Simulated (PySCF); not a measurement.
# UHF on Be (beryllium, neutral)

Configuration: [He] 2p2, high-spin 3P determinant (an excited configuration). Calculation: PySCF 2.14, in aug-cc-pVDZ-DK (4s3p2d, 23 functions); the spin-free X2C one-electron Hamiltonian (Gaussian nucleus).

* Total energy: -14.336929 hartree
* One-electron energy: -18.6275 hartree
* Hartree (Coulomb) energy: 6.9293 hartree
* Exchange energy: -2.6388 hartree
* ⟨S²⟩: 2.0000
* ⟨L²⟩: 2.000
* Sum of ⟨r⟩: 6.718 bohr
* Sum of ⟨r²⟩: 21.92 bohr²
* Traceless quadrupole moment −½Σ⟨3z² − r²⟩ along its main axis: 4.29 e·bohr²
* Langevin diamagnetic susceptibility: -17.4 ×10⁻⁶ cm³/mol

```csv
shell,electrons,mean orbital energy (eV),"rms radius, mean of both spins (bohr)"
1s α,1,-130.85,0.484
1s β,1,-130.49,0.484
2p α,2,-6.017,3.28
```

Spin-orbit constants ζ (cm⁻¹) from the X2C one-electron operator on these orbitals: bare nucleus, nucleus screened by l(l+1)(2l+1)/3 electrons, and screened by the Breit-Pauli mean field of the electrons.

```csv
shell,bare,screened nucleus,mean field
2p,6.315,3.158,2.003
```

To first order the Landé constant is A = 1.002 cm⁻¹, so the lowest level has J = 0 and lies 0.000248 eV below the centre of the term. This holds in LS coupling only.
